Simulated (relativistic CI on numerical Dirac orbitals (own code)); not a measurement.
# Slater and spin-orbit integrals, Yb XXXVIII

Computed by Dirac-Coulomb-Breit CI, orbitals from a KLI potential per configuration, model QED, unscaled Slater integrals (own radial code, finite nucleus).

Slater integrals F^k, G^k are unscaled and averaged over j, outside the closed core [Ar] 3d10; ζ comes from projecting the Hamiltonian with its Breit term on Σ l·s of the shell.

- 4s2.4p3: F^2(4p,4p) = 230480, ζ(4p) = 381470 cm⁻¹; <r>(4p) = 0.443, <r^2>(4p) = 0.2221 (bohr units).
- 4s.4p4: F^2(4p,4p) = 230430, G^1(4s,4p) = 301490, ζ(4p) = 381220 cm⁻¹; <r>(4s) = 0.4329, <r^2>(4s) = 0.2106, <r>(4p) = 0.4431, <r^2>(4p) = 0.2222 (bohr units).
- 4s2.4p2.4d: F^2(4p,4p) = 230410, ζ(4p) = 382010, F^2(4p,4d) = 226950, G^1(4p,4d) = 280640, G^3(4p,4d) = 180300, ζ(4d) = 47929 cm⁻¹; <r>(4p) = 0.4431, <r^2>(4p) = 0.2222, <r>(4d) = 0.4417, <r^2>(4d) = 0.2229 (bohr units).

Averages of the first 10 configurations, taken without configuration mixing, which lowers the lowest level and can move excited configurations by several eV; other configurations of the list can lie among them:

```csv
Configuration,Parity,States,Average energy above the lowest level (eV)
4s2.4p3,odd,20,74.2
4s.4p4,even,30,215.7
4s2.4p2.4d,even,150,251.7
4p5,odd,6,367.5
4s.4p3.4d,odd,400,388.8
4s2.4p2.4f,odd,210,421.3
4s.4p3.4f,even,560,558.6
4p4.4d,even,150,536.1
4s.4p2.4d2,even,1350,564.8
4s2.4p.4d.4f,even,840,599.5
```
